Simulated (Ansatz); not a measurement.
C2H10B2Si (`CB[SiH2]BC`). The species carries charge 0 and has multiplicity 1.

```xyz
15

C    -0.6457    1.0063    2.4004
B    -0.0114   -0.1336    1.5593
Si   -0.8541   -0.8774   -0.1151
B     0.0641    0.1921   -1.5574
C     1.3322   -0.3000   -2.3051
H    -1.1017    0.4807    3.2576
H     0.0846    1.6902    2.8423
H    -1.4470    1.5703    1.9205
H     1.0402   -0.5925    1.9151
H    -2.3318   -0.6607   -0.1226
H    -0.5802   -2.3378   -0.2666
H    -0.3907    1.2667   -1.8430
H     1.8662   -1.1350   -1.8488
H     0.9428   -0.6680   -3.2705
H     2.0325    0.4985   -2.5660
```

Problem. Give the diagnostics of a CCSD(T)/def2-TZVPP run (frozen core, Ansatz). (An estimate is asked.)

Solution. Ansatz gave: T1 = 0.0134, largest single amplitude 0.032, largest double 0.038, (T) share of the correlation energy 3.6 %, 10 CCSD cycles. The RHF solution is stable towards an unrestricted one. T1 lies under the customary mark of 0.02 for closed shells.
